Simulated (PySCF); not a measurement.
**Löwdin shares of the frontier orbitals**

Compound: C6H13N.
SMILES with atom numbers: `[CH2:1]=[CH:2][CH2:3][CH2:4][CH2:5][NH:6][CH3:7]` (hydrogens: H8, H9 on C1; H10 on C2; H11, H12 on C3; H13, H14 on C4; H15, H16 on C5; H17 on N6; H18, H19, H20 on C7)

Structure used (GFN2-xTB), in Å, numbered top down from 1:
```xyz
20
C6H13N angstrom
C     -3.025   -1.725    0.016
C     -2.400   -0.782   -0.662
C     -0.970   -0.850   -1.096
C     -0.153    0.285   -0.475
C      1.315    0.237   -0.925
N      2.160    1.303   -0.426
C      2.418    1.268    0.998
H     -2.531   -2.641    0.298
H     -4.055   -1.629    0.314
H     -2.918    0.130   -0.930
H     -0.539   -1.810   -0.807
H     -0.920   -0.768   -2.186
H     -0.585    1.247   -0.765
H     -0.209    0.206    0.613
H      1.763   -0.710   -0.610
H      1.355    0.281   -2.018
H      1.763    2.203   -0.682
H      3.138    2.049    1.238
H      1.528    1.414    1.627
H      2.860    0.303    1.246
```

Method: PySCF 2.14.0, density-fitted response routines, TDDFT B3LYP/def2-SVPD, vertical, gas phase, core orbitals frozen in the response.

Frontier orbitals with the atoms that hold most of them (Löwdin shares over 4%, at most four atoms; ? is withheld):

| orbital | ε (eV) | atoms |
| --- | --- | --- |
| LUMO+2 | 0.91 | C1 16%, H11 10%, C3 10%, H8 8% |
| LUMO+1 | 0.52 | C7 15%, C4 11%, C5 8%, H17 8% |
| LUMO | 0.15 | ? |
| HOMO | -6.02 | N6 57%, C7 10%, C5 8%, C4 7% |
| HOMO-1 | -7.29 | ? |
| HOMO-2 | -9.23 | C4 23%, C5 15%, C3 11%, H13 11% |
| HOMO-3 | -9.35 | C2 20%, C3 16%, C1 14%, H10 7% |

Problem. Which atoms hold the LUMO, and with what shares?

Solution. C1 (bonded to C and 2 H) 34%; C2 (bonded to 2 C and H) 34%; H8 (bonded to C) 7%; H9 (bonded to C) 6%. By element: carbon 68% or more, hydrogen 13% or more.

Problem. Which atoms hold the HOMO-1, and with what shares?

Solution. C1 (bonded to C and 2 H) 37%; C2 (bonded to 2 C and H) 34%; C3 (bonded to 2 C and 2 H) 8%.

Problem. The HOMO–LUMO gap is 6.16 eV. Where does the response calculation put the lowest singlet, and from which orbitals?

Solution. S1 is at 5.51 eV (f = 0.019), 0.65 eV below the gap, made of HOMO→LUMO+1 (64%), HOMO→LUMO (28%). Its leading pair isn't HOMO and LUMO; the energies of that pair differ by 6.54 eV. 

Next come S2 at 5.65 eV (f 0.046), HOMO→LUMO (71%), HOMO→LUMO+1 (27%); S3 at 6.14 eV (f 0.0088), HOMO→LUMO+2 (69%), HOMO→LUMO+3 (18%); S4 at 6.23 eV (f 0.0073), HOMO→LUMO+3 (53%), HOMO→LUMO+4 (30%), HOMO→LUMO+2 (12%); S5 at 6.37 eV (f 0.0070), HOMO→LUMO+4 (58%), HOMO→LUMO+3 (24%).

Hardware: AMD EPYC, one thread, shared host with 64 logical CPUs at a one-minute load of 60. Cost: 2.0 min wall, 93 s CPU, 1.0 GiB resident at most.

One conformer stands for the species.
